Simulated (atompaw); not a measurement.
# Scattering properties, PAW (atompaw) potential for germanium (Ge)

Ge, PAW, made with atompaw 4.2.0.5 (PBE, scalar-relativistic). Core [Ar], reference 3d10 4s2 4p1 (charge +1). Waves: 4s (bound): rc 1.95 bohr; 4s channel at 1.15 Ry: rc 2.00 bohr; 4p (bound): rc 1.80 bohr; 4p channel at -0.2 Ry: rc 2.00 bohr; 3d (bound): rc 1.20 bohr; 3d channel at -2.5 Ry: rc 1.20 bohr; 4f channel at 0.45 Ry: rc 2.00 bohr. Local part: bessel scheme, radius 1.45 bohr. Core correction: smooth core density matched at 1.25 bohr. Augmentation charge: gaussian compensation charge, radius 1.75 bohr; PAW radius 2.00 bohr; waves and projectors: custom rrkj gramschmidtortho.

The phase is arctan(r·u′/u) with u = r·R(r), unwrapped; energies in Ry, scanned from -5 to 5 Ry. A pole is an energy at which the radial function vanishes at the test radius. The pseudo phase is shifted by a multiple of π to meet the all-electron one at the reference energy, and phase errors are pseudo minus all-electron; the curves can meet again beyond the range given. Levels narrower than the energy grid can be missing from the lists of poles.

Question: For each channel, where are the poles, and over which energies does the pseudopotential scatter like the atom?

Answer:

```json
{"channel": "s", "radius (bohr)": "2.00", "reference energy (Ry)": "-1.46", "poles, all-electron": "1.36", "poles, pseudo": "1.36", "unbroken range about the reference energy with phases within 0.05 rad": "the whole range", "phase error 1 Ry above the reference energy (rad)": "-0.000"}
{"channel": "p", "radius (bohr)": "2.00", "reference energy (Ry)": "-0.83", "poles, all-electron": "2.90", "poles, pseudo": "2.85", "unbroken range about the reference energy with phases within 0.05 rad": "the whole range", "phase error 1 Ry above the reference energy (rad)": "-0.000"}
{"channel": "d", "radius (bohr)": "2.00", "reference energy (Ry)": "-2.82", "poles, all-electron": "-2.71", "poles, pseudo": "-2.71", "unbroken range about the reference energy with phases within 0.05 rad": "the whole range", "phase error 1 Ry above the reference energy (rad)": "+0.000"}
{"channel": "f", "radius (bohr)": "2.00", "reference energy (Ry)": "0.45", "poles, all-electron": "none", "poles, pseudo": "none", "unbroken range about the reference energy with phases within 0.05 rad": "the whole range", "phase error 1 Ry above the reference energy (rad)": "+0.001"}
```

Phases in the d channel:

| E (Ry) | all-electron | pseudo |
| --- | --- | --- |
| -5.00 | 1.328 | 1.328 |
| -4.76 | 1.319 | 1.319 |
| -4.52 | 1.310 | 1.310 |
| -4.28 | 1.298 | 1.298 |
| -4.04 | 1.284 | 1.284 |
| -3.80 | 1.265 | 1.265 |
| -3.56 | 1.236 | 1.236 |
| -3.32 | 1.184 | 1.184 |
| -3.08 | 1.023 | 1.023 |
| -2.84 | -1.064 | -1.064 |
| -2.60 | -1.685 | -1.685 |
| -2.36 | -1.777 | -1.777 |
| -2.12 | -1.821 | -1.821 |
| -1.88 | -1.852 | -1.852 |
| -1.64 | -1.880 | -1.880 |
| -1.40 | -1.907 | -1.907 |
| -1.16 | -1.935 | -1.935 |
| -0.92 | -1.967 | -1.967 |
| -0.68 | -2.003 | -2.002 |
| -0.44 | -2.045 | -2.045 |
| -0.20 | -2.097 | -2.097 |
| 0.04 | -2.163 | -2.162 |
| 0.28 | -2.247 | -2.246 |
| 0.52 | -2.359 | -2.357 |
| 0.76 | -2.513 | -2.509 |
| 1.00 | -2.723 | -2.717 |
| 1.24 | -3.000 | -2.991 |
| 1.48 | -3.323 | -3.311 |
| 1.72 | -3.635 | -3.622 |
| 1.96 | -3.889 | -3.877 |
| 2.20 | -4.077 | -4.067 |
| 2.44 | -4.214 | -4.205 |
| 2.68 | -4.316 | -4.307 |
| 2.92 | -4.392 | -4.384 |
| 3.16 | -4.452 | -4.444 |
| 3.40 | -4.500 | -4.493 |
| 3.64 | -4.539 | -4.532 |
| 3.88 | -4.572 | -4.565 |
| 4.12 | -4.600 | -4.593 |
| 4.36 | -4.625 | -4.618 |
| 4.60 | -4.647 | -4.639 |
| 4.84 | -4.666 | -4.659 |
